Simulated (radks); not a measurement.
Q: Radial electron density D(r) = 4 pi r^2 rho(r) of an atom or ion with 34 electrons. Calculated with a radial shooting solver on a logarithmic mesh with Libxc functionals: Dirac Kohn-Sham, PBE, spin-unpolarised, spherical densities, point nucleus.

r (bohr),D(r) (e/bohr)
0.002456,2.269
0.003198,3.589
0.004198,5.662
0.005466,8.632
0.007175,12.96
0.009342,18.56
0.01226,25.63
0.01597,33.05
0.02096,39.74
0.02729,43.34
0.03582,42.66
0.04664,38.74
0.06074,35.78
0.07972,38.73
0.1038,46.83
0.1363,51.55
0.1774,44.67
0.2329,31.91
0.3032,28.33
0.398,33.86
0.5183,33.20
0.6803,21.61
0.8858,10.33
1.163,5.535
1.514,4.478
1.971,3.168
2.588,1.431
3.37,0.4033
4.423,0.06106
5.759,0.004668

What is the nuclear charge?

A: Z = 35. The innermost maximum, from 1s, lies near gamma/Z bohr with gamma = sqrt(1 - (Z/c)^2) = 0.967, here 0.0276 bohr (found: 0.0300), and its height grows with Z. The density is that of the bromine ion Br+ in [Ar] 3d10 4s2 4p4; the configuration itself is not fixed sharply by these data, and Z only to about a unit. D(r) has 3 maxima, at r = 0.0300, 0.134, 0.449 bohr, and minima at 0.0622, 0.284 bohr, inside which lie 2.08, 11.00 electrons.
